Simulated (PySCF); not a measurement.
System: C$_{4}$H$_{3}$OSe, net charge -1, singlet state. It need not be the lowest isomer of its formula. Whether it binds its extra electron was not tested at this geometry. SMILES: c1c([O-])c[se]c1
Geometry from a B3LYP-D3(BJ)/def2-TZVP (Ansatz) optimisation:
```xyz
9

O     -1.3645    -2.3879    -0.7053
C     -0.6871    -1.3564    -0.4201
C      0.7662    -1.2531    -0.6980
C      1.3984    -0.1125    -0.3568
Se     0.2157     1.1286     0.4283
C     -1.1409    -0.1698     0.1808
H      1.2718    -2.0924    -1.1639
H      2.4417     0.1348    -0.4833
H     -2.1513     0.0409     0.4932
```
Charge -1, spin multiplicity 1.

Dispersion corrections to the total energy (kcal/mol) from the dftd3 and dftd4 libraries through PySCF: D3(BJ) without and D4 with the three-body term, each with the damping fitted for the functional named.

```json
[
 {"functional": "BHLYP", "D3(BJ)": "-8.77", "D4": "-8.44"},
 {"functional": "BLYP", "D3(BJ)": "-13.18", "D4": "-15.28"},
 {"functional": "HF", "D3(BJ)": "-49.64", "D4": "-25.08"},
 {"functional": "B2PLYP", "D3(BJ)": "-5.18", "D4": "-4.75"},
 {"functional": "TPSS", "D3(BJ)": "-7.59", "D4": "?"},
 {"functional": "HSE06", "D3(BJ)": "-4.08", "D4": "?"},
 {"functional": "revPBE", "D3(BJ)": "-14.91", "D4": "?"}
]
```

Problem. Some entries are withheld; supply them.

Solution. 
- TPSS, D4: -9.25
- HSE06, D4: -5.33
- revPBE, D4: -21.43
